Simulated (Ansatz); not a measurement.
Geometry optimisation, RKS PBE0/6-31G* (Ansatz).

Input file:

```yaml
crystal:
  periodic: [false, false, false]
  atoms:
    - { symbol: F, position_ang: [-1.9522, 2.2735, 0.1679] }
    - { symbol: Al, position_ang: [-0.3601, 1.6099, -0.0469] }
    - { symbol: "N", position_ang: [0.1297, 0.0898, 0.9707] }
    - { symbol: Si, position_ang: [0.5417, -1.241, -0.166] }
    - { symbol: H, position_ang: [0.6628, 2.2365, -1.1207] }
    - { symbol: H, position_ang: [-0.6646, -0.1698, 1.5594] }
    - { symbol: H, position_ang: [1.70272, -0.85295, -0.97987] }
    - { symbol: H, position_ang: [-0.58554, -1.62742, -0.98895] }
    - { symbol: H, position_ang: [0.98878, -2.36801, 0.72688] }
basis:
  gaussian: { orbitals: "6-31G*" }
hamiltonian:
  xc: pbe0
relax:
  f_tol: 0.015
  max_steps: 40
```

Launched with:

```bash
$ ansatz run input.yaml --threads 1 --pin off --max-ram 2048MiB --backend cpu --events-out ev --progress --plain --runs-dir out
```

Task: Where does it end, and by what steps?

Result: The run converged. The force dipped under the threshold on the way, but the program's further checks kept it going. After 11 steps the energy has fallen by 0.578 eV; F1 moved furthest, 0.92 Å.

```tsv
step	energy less start (eV)	largest force component (eV/Å)	accepted
0	0.0000	2.296	yes
1	-0.2847	1.323	yes
2	-0.3946	0.931	yes
3	-0.5107	0.157	yes
4	-0.5523	0.086	yes
5	-0.5716	0.095	yes
6	-0.5627	0.268	no
7	-0.5766	0.015	yes
8	-0.5774	0.028	yes
9	-0.5705	0.384	no
10	-0.5777	0.007	yes
11	-0.5778	0.008	yes
```

```xyz
9
Properties=species:S:1:pos:R:3
F -1.408 2.734 0.744
Al -0.351 1.700 -0.001
N -0.432 -0.021 0.459
Si 0.547 -1.324 -0.143
H 0.670 2.248 -1.069
H -1.127 -0.280 1.154
H 1.492 -0.731 -1.129
H -0.258 -2.380 -0.826
H 1.332 -1.995 0.934
```

Time of the run: 71 s on 1 CPU thread of a shared host.
